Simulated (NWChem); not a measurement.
System: CH7AlN2; SMILES [CH3][Al]([NH2])[NH2]

Parts of the log:

```
             Northwest Computational Chemistry Package (NWChem) 7.3.0
             --------------------------------------------------------

                             Geometry "geometry" -> ""
                             -------------------------

 Output coordinates in angstroms (scale by  1.889725989 to convert to a.u.)

  No.       Tag          Charge          X              Y              Z
 ---- ---------------- ---------- -------------- -------------- --------------
    1 Al                  13.0000    -0.00140100     0.03203200     0.00086700
    2 C                    6.0000    -0.02035500    -1.92391400     0.00130900
    3 H                    1.0000     0.22993000    -2.32605400    -0.99504700
    4 H                    1.0000    -1.00594900    -2.33203700     0.27741900
    5 H                    1.0000     0.71833000    -2.33953500     0.70643300
    6 N                    7.0000    -1.52047800     0.95899200    -0.00363500
    7 H                    1.0000    -1.60987200     1.96810000    -0.02268700
    8 H                    1.0000    -2.44228600     0.53822100     0.00289000
    9 N                    7.0000     1.53968100     0.92246300    -0.00265900
   10 H                    1.0000     1.65157600     1.92926700    -0.02320600
   11 H                    1.0000     2.45191900     0.48148900     0.00614300

 Effective nuclear repulsion energy (a.u.)     156.6056104849

  pbe96 is a nonlocal functional; adding pw91lda local functional.
                              NWChem Property Module
                              ----------------------

  itol2e modified to match energy
  convergence criterion.

                                 NWChem DFT Module
                                 -----------------

 Summary of "ao basis" -> "ao basis" (spherical)
 ------------------------------------------------------------------------------
       Tag                 Description            Shells   Functions and Types
 ---------------- ------------------------------  ------  ---------------------
 Al                         cc-pvtz                 12       34   5s4p2d1f
 C                          cc-pvtz                 10       30   4s3p2d1f
 H                          cc-pvtz                  6       14   3s2p1d
 N                          cc-pvtz                 10       30   4s3p2d1f

  itol2e modified to match energy
  convergence criterion.

            General Information
            -------------------
          SCF calculation type: DFT
          Wavefunction type:  closed shell.
          No. of atoms     :    11
          No. of electrons :    40
           Alpha electrons :    20
            Beta electrons :    20
          Charge           :     0
          Spin multiplicity:     1
          Use of symmetry is: off; symmetry adaption is: off
          Maximum number of iterations: 150
          AO basis - number of functions:   222
                     number of shells:    84
          Convergence on energy requested:  1.00D-07
          Convergence on density requested:  1.00D-05
          Convergence on gradient requested:  5.00D-04

              XC Information
              --------------
          PerdewBurkeErnzerhof Exchange Functional  1.000
            Perdew 1991 LDA Correlation Functional  1.000 local
           PerdewBurkeErnz. Correlation Functional  1.000 non-local

             Grid Information
             ----------------
          Grid used for XC integration:  fine
          Radial quadrature: Mura-Knowles
          Angular quadrature: Lebedev.
          Tag              B.-S. Rad. Rad. Pts. Rad. Cut. Ang. Pts.
          ---              ---------- --------- --------- ---------
          Al                  1.25      123          10.0       770
          C                   0.70       70          12.0       590
          H                   0.35       60          13.0       590
          N                   0.65       70          12.0       590
          Grid pruning is: on
          Number of quadrature shells:   753
          Spatial weights used:  Erf1

      Superposition of Atomic Density Guess
      -------------------------------------

 Sum of atomic energies:        -391.66786405

      Non-variational initial energy
      ------------------------------

 Total energy =    -393.449281
 1-e energy   =    -848.254012
 2-e energy   =     298.199121
 HOMO         =      -0.353139
 LUMO         =      -0.014913

------------------------------------------------------------
EAF file 0: "./job.aoints.0" size=752353280 bytes
------------------------------------------------------------
               write      read    awrite     aread      wait
               -----      ----    ------     -----      ----
     calls:     1435         0         0         0         0
   data(b): 7.52e+08  0.00e+00  0.00e+00  0.00e+00
   time(s): 0.00e+00  0.00e+00  0.00e+00  0.00e+00  0.00e+00
rate(mb/s): 0.00e+00  0.00e+00
------------------------------------------------------------

   convergence    iter        energy       DeltaE   RMS-Dens  Diis-err
 ---------------- ----- ----------------- --------- --------- ---------
 d= 0,ls=0.0,diis     1   -393.9822066432 -5.51D+02  5.10D-03  1.03D+00
 d= 0,ls=0.0,diis     2   -393.8570835117  1.25D-01  3.31D-03  1.89D+00
 d= 0,ls=0.0,diis     3   -394.0559500327 -1.99D-01  6.70D-04  1.58D-01
 d= 0,ls=0.0,diis     4   -394.0711876422 -1.52D-02  2.72D-04  1.07D-02
 d= 0,ls=0.0,diis     5   -394.0724425521 -1.25D-03  6.99D-05  8.08D-04
  Resetting Diis
 d= 0,ls=0.0,diis     6   -394.0725439841 -1.01D-04  1.85D-05  4.63D-05
 d= 0,ls=0.0,diis     7   -394.0725497591 -5.78D-06  9.55D-06  2.79D-06
 d= 0,ls=0.0,diis     8   -394.0725487441  1.01D-06  6.21D-06  1.21D-05
 d= 0,ls=0.0,diis     9   -394.0725500895 -1.35D-06  9.06D-07  9.71D-08
 d= 0,ls=0.0,diis    10   -394.0725501032 -1.37D-08  1.55D-07  4.41D-09

         Total DFT energy =     -394.072550103240
      One electron energy =     -853.973750447612
           Coulomb energy =      343.549155368509
    Exchange-Corr. energy =      -40.253565509057
 Nuclear repulsion energy =      156.605610484920

 Numeric. integr. density =       40.000000097049

                       DFT Final Molecular Orbital Analysis
                       ------------------------------------

[...]

          -----------------------
          Electric field gradient
          -----------------------

 1 a.u. = 0.324123 10**(16) esu/cm**3  ( or statvolts/cm**2 ) = 0.97174 10**(22) v/m**2

 ------------------------------------------------------------
   Atom      X         Y         Z
 ------------------------------------------------------------
    1 Al  -0.00265   0.06053   0.00164
 ------------------------------------------------------------

 Electric field gradient in molecular frame (a.u.)
         XX             YY             ZZ             XY             XZ             YZ
 ------------------------------------------------------------------------------------------
        0.497765       0.551759      -1.049524       0.000573       0.000193      -0.005855

 Principal components (a.u.) and orientation
 of principal axis w.r.t. absolute frame                      Asymmetry parameter eta
 --------------------------------------------------------------------------------------
       -1.049546       0.551787       0.497759                       0.051477

       -0.000126       0.010587       0.999944
        0.003656       0.999937      -0.010587
        0.999993      -0.003655       0.000165

 ------------------------------------------------------------
   Atom      X         Y         Z
 ------------------------------------------------------------
    2 C   -0.03847  -3.63567   0.00247
 ------------------------------------------------------------

 Electric field gradient in molecular frame (a.u.)
         XX             YY             ZZ             XY             XZ             YZ
 ------------------------------------------------------------------------------------------
       -0.065812       0.140136      -0.074324      -0.001513       0.000138       0.003549

 Principal components (a.u.) and orientation
 of principal axis w.r.t. absolute frame                      Asymmetry parameter eta
 --------------------------------------------------------------------------------------
        0.140206      -0.074385      -0.065820                       0.061090

       -0.007332      -0.019086       0.999791
        0.999836      -0.016673       0.007014
        0.016536       0.999679       0.019205

 ------------------------------------------------------------
   Atom      X         Y         Z
 ------------------------------------------------------------
    3 H    0.43450  -4.39560  -1.88037
 ------------------------------------------------------------

 Electric field gradient in molecular frame (a.u.)
         XX             YY             ZZ             XY             XZ             YZ
 ------------------------------------------------------------------------------------------
        0.113119       0.093349      -0.206468       0.034791       0.085657      -0.139014

 Principal components (a.u.) and orientation
 of principal axis w.r.t. absolute frame                      Asymmetry parameter eta
 --------------------------------------------------------------------------------------
       -0.282601       0.147972       0.134629                       0.047217

       -0.227493       0.078971       0.970572
        0.356173       0.934390       0.007457
        0.906304      -0.347388       0.240694

 ------------------------------------------------------------
   Atom      X         Y         Z
 ------------------------------------------------------------
    4 H   -1.90097  -4.40691   0.52425
 ------------------------------------------------------------

 Electric field gradient in molecular frame (a.u.)
         XX             YY             ZZ             XY             XZ             YZ
 ------------------------------------------------------------------------------------------
       -0.201158       0.092077       0.109082      -0.140266       0.094072       0.039686

 Principal components (a.u.) and orientation
 of principal axis w.r.t. absolute frame                      Asymmetry parameter eta
 --------------------------------------------------------------------------------------
       -0.283962       0.148599       0.135364                       0.046608

        0.897865      -0.339174       0.280713
        0.361442       0.931909      -0.030094
       -0.251391       0.128482       0.959320

 ------------------------------------------------------------
   Atom      X         Y         Z
 ------------------------------------------------------------
    5 H    1.35745  -4.42108   1.33496
 ------------------------------------------------------------

 Electric field gradient in molecular frame (a.u.)
         XX             YY             ZZ             XY             XZ             YZ
 ------------------------------------------------------------------------------------------
       -0.053428       0.089755      -0.036327       0.106654      -0.179501       0.102499

 Principal components (a.u.) and orientation
 of principal axis w.r.t. absolute frame                      Asymmetry parameter eta
 --------------------------------------------------------------------------------------
       -0.283244       0.148438       0.134806                       0.048127

        0.672407       0.239163      -0.700479
       -0.368643       0.928845      -0.036737
        0.641850       0.282928       0.712727

 ------------------------------------------------------------
   Atom      X         Y         Z
 ------------------------------------------------------------
    6 N   -2.87329   1.81223  -0.00687
 ------------------------------------------------------------

 Electric field gradient in molecular frame (a.u.)
         XX             YY             ZZ             XY             XZ             YZ
 ------------------------------------------------------------------------------------------
       -0.267454      -0.486428       0.753883      -0.194997       0.005056       0.021204

 Principal components (a.u.) and orientation
 of principal axis w.r.t. absolute frame                      Asymmetry parameter eta
 --------------------------------------------------------------------------------------
        0.754248      -0.600894      -0.153354                       0.593360

        0.001739       0.504932       0.863157
        0.016815       0.863022      -0.504887
        0.999857      -0.015392       0.006990

 ------------------------------------------------------------
   Atom      X         Y         Z
 ------------------------------------------------------------
    7 H   -3.04222   3.71917  -0.04287
 ------------------------------------------------------------

 Electric field gradient in molecular frame (a.u.)
         XX             YY             ZZ             XY             XZ             YZ
 ------------------------------------------------------------------------------------------
        0.173549      -0.403350       0.229801       0.045454      -0.000794       0.011842

 Principal components (a.u.) and orientation
 of principal axis w.r.t. absolute frame                      Asymmetry parameter eta
 --------------------------------------------------------------------------------------
       -0.407131       0.230022       0.177108                       0.129967

       -0.078050       0.001045       0.996949
        0.996775       0.018768       0.078017
       -0.018630       0.999823      -0.002507

 ------------------------------------------------------------
   Atom      X         Y         Z
 ------------------------------------------------------------
    8 H   -4.61525   1.01709   0.00546
 ------------------------------------------------------------

 Electric field gradient in molecular frame (a.u.)
         XX             YY             ZZ             XY             XZ             YZ
 ------------------------------------------------------------------------------------------
       -0.301903       0.071638       0.230265      -0.223936       0.003575       0.002602

 Principal components (a.u.) and orientation
 of principal axis w.r.t. absolute frame                      Asymmetry parameter eta
 --------------------------------------------------------------------------------------
       -0.406762       0.230308       0.176454                       0.132397

        0.905652      -0.000452      -0.424021
        0.423967       0.017036       0.905518
       -0.006814       0.999855      -0.015621

 ------------------------------------------------------------
   Atom      X         Y         Z
 ------------------------------------------------------------
    9 N    2.90958   1.74320  -0.00502
 ------------------------------------------------------------

 Electric field gradient in molecular frame (a.u.)
         XX             YY             ZZ             XY             XZ             YZ
 ------------------------------------------------------------------------------------------
       -0.260791      -0.497778       0.758569       0.189583      -0.006589       0.023889

 Principal components (a.u.) and orientation
 of principal axis w.r.t. absolute frame                      Asymmetry parameter eta
 --------------------------------------------------------------------------------------
        0.759032      -0.603279      -0.155754                       0.589599

       -0.003011      -0.484485       0.874794
        0.018550       0.874621       0.484453
        0.999823      -0.017686      -0.006354

[...]
```

Level: PBE/cc-pVTZ. Structure relaxed at the PBE0/def2-SVP level. NWChem prints the field gradient with the sign opposite to the second derivative of the potential.

Question: Which NWChem input produces such a log?

Answer: Several could match; the one computed here: the input that was run:
```
start job
memory heap 200 mb stack 900 mb global 1100 mb
geometry units angstroms noautosym nocenter noautoz
  Al    -0.001401     0.032032     0.000867
  C     -0.020355    -1.923914     0.001309
  H      0.229930    -2.326054    -0.995047
  H     -1.005949    -2.332037     0.277419
  H      0.718330    -2.339535     0.706433
  N     -1.520478     0.958992    -0.003635
  H     -1.609872     1.968100    -0.022687
  H     -2.442286     0.538221     0.002890
  N      1.539681     0.922463    -0.002659
  H      1.651576     1.929267    -0.023206
  H      2.451919     0.481489     0.006143
end
basis spherical
  Al library cc-pvtz
  C library cc-pvtz
  H library cc-pvtz
  N library cc-pvtz
end
dft
  xc xpbe96 cpbe96
  iterations 150
  semidirect filesize 400000000
end
property
  efieldgrad
end
task dft property
```
